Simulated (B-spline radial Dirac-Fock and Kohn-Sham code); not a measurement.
**Satellites and hypersatellites of the K lines of Er⁷⁺**

System: Er⁷⁺, [Kr] 4d10 4f10 5s2 5p3.

Level of theory: ΔSCF Dirac-Fock with Breit, self-energy and vacuum polarisation, finite nucleus, configuration average; a radial B-spline solver. Each two-hole energy is an average over J within one jj subconfiguration, not an observable level; in light atoms, where LS coupling holds, the j-resolved values are not observed lines, and for a K spectator the Kα1 hypersatellite is nearly forbidden. No correlation.

Lines without a spectator: Kα2 (K-L2) 48218.6 eV, Kα1 (K-L3) 49124.9 eV, Kβ3 (K-M2) 55474.0 eV, Kβ1 (K-M3) 55667.0 eV. Shifts in eV with one spectator hole (a dash: not computed, or left out as unreliable):

```csv
spectator hole,Kα2,Kα1,Kβ3,Kβ1
K (1s),+867.0,+921.3,+1119.0,+1131.4
L2 (2p1/2),+106.7,+141.4,–,+277.2
L3 (2p3/2),+87.1,+93.3,+219.1,–
M2 (3p1/2),–,+21.34,+42.6,+51.0
M3 (3p3/2),+12.76,–,+38.5,+38.9
M4 (3d3/2),+4.24,+0.83,–,–
M5 (3d5/2),-0.66,+2.82,–,–
```

Run: 70 s of CPU time on 1 thread of Neoverse-N1 (shared host), peak memory 0.51 GiB.
